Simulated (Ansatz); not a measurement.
Consider the formal loss of a carbene: `CBCC[SiH3]` → `BCC[SiH3]` + `[CH2]` (triplet).

Calculated with Ansatz (gas phase, PBE0-D4/def2-TZVP geometries, no zero-point term in ΔE). CCSD(T)/CBS is the MP2 limit (def2-TZVPP, def2-QZVPP) plus CCSD(T) − MP2 in def2-TZVPP, frozen cores. This one scheme is used for every species. DFT in def2-TZVPP. Triplets are unrestricted, without spin–orbit coupling. Each species was taken in one conformer, which may not be the lowest.

```csv
level,ΔE (kJ/mol)
PBE0-D4,487.4
ωB97M-V,491.5
PBE,490.1
r2SCAN,466.6
PBE0,482.1
HF/def2-QZVPP,338.8
HF/CBS(def2),338.7
CCSD/CBS(def2),476.6
```

(1) What does CCSD(T)/CBS give? (Best estimate.)

Largest T1 diagnostic among the species: 0.011.

Answers

(1) Computed: +487.3 kJ/mol. The listed levels differ from it by 0.1, 4.2, 2.8, -20.7, -5.2, -148.5, -148.6, -10.7 kJ/mol.

From PBE to PBE0 (25 % exact exchange), in def2-TZVPP and without D4, ΔE moves by −8.0 kJ/mol. In def2-TZVPP, CCSD(T) changes the Hartree–Fock value by +136.5 kJ/mol (the triples alone add +10.7 kJ/mol) and MP2 by +149.1 kJ/mol.

CCSD(T)/CBS has its own doubt, a few kJ/mol and more with outer-core shells, so smaller differences from it don't rank the levels.
